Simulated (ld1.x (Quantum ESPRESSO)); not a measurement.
# How hard is this Zn PAW potential?

zinc, PAW, made with ld1.x (Quantum ESPRESSO) 7.5 (PBE, scalar-relativistic). Core [Ne], reference 3s2 3p6 3d10 4s2 4p0. Waves: 3s (bound): rcut 1.15, rcutus 1.25 bohr; 4s (bound): rcut 1.15, rcutus 1.25 bohr; 3p (bound): rcut 1.00, rcutus 1.30 bohr; 4p (bound, empty): rcut 1.00, rcutus 1.30 bohr; 3d (bound): rcut 1.30, rcutus 1.45 bohr; 3d channel at 1.8 Ry: rcut 1.30, rcutus 1.45 bohr; 4f channel at 0.35 Ry: rcut 1.15, rcutus 1.40 bohr; 4f channel at 2.75 Ry: rcut 1.15, rcutus 1.40 bohr. Local part: all-electron potential smoothed inside 1.35 bohr (lloc = -1). Core correction: Bessel-smoothed model core, default radius (core density twice the valence density). Augmentation charge: BG, radius 1.10 bohr.

The pseudo-atom Hamiltonian at the reference potential is diagonalised in spherical Bessel functions j_l(qr) that vanish at 20 bohr, with q² up to the cutoff. All-electron valence levels (Ry): 3s -9.4984, 4s -0.4394, 3p -6.1300, 4p -0.0820, 3d -0.7453.

Problem. How do the lowest levels (Ry) of each channel move with the cutoff, and are there ghosts?

Solution.

| cutoff (Ry) | s #1 | s #2 | p #1 | p #2 | p #3 | d #1 | f #1 | f #2 | Σ f·Δε (mRy) |
| --- | --- | --- | --- | --- | --- | --- | --- | --- | --- |
| 8 | -8.3399 | -0.2530 | -3.7899 | -0.0169 | 0.0718 | 0.0641 | 0.1145 | 0.2428 | 24825.1 |
| 18 | -9.3636 | -0.3351 | -5.7553 | -0.0432 | 0.0606 | -0.4518 | 0.1145 | 0.2428 | 5662.1 |
| 35 | -9.4951 | -0.3899 | -6.1135 | -0.0556 | 0.0569 | -0.7255 | 0.1145 | 0.2428 | 403.6 |
| 60 | -9.4980 | -0.4380 | -6.1290 | -0.0728 | 0.0528 | -0.7448 | 0.1145 | 0.2428 | 15.6 |
| 100 | -9.4984 | -0.4394 | -6.1299 | -0.0817 | 0.0509 | -0.7453 | 0.1145 | 0.2428 | 1.7 |
| 160 | -9.4984 | -0.4395 | -6.1300 | -0.0820 | 0.0509 | -0.7454 | 0.1145 | 0.2428 | 0.3 |
| 400 | -9.4984 | -0.4395 | -6.1300 | -0.0820 | 0.0509 | -0.7454 | 0.1145 | 0.2428 | 0.0 |

Result: no extra level below or beside the all-electron valence levels (s, p, d, f tested); 10 mRy is reached at 70 Ry and 1 mRy at 120 Ry.

Test run stopped at test 1 of 7 (negative rho).
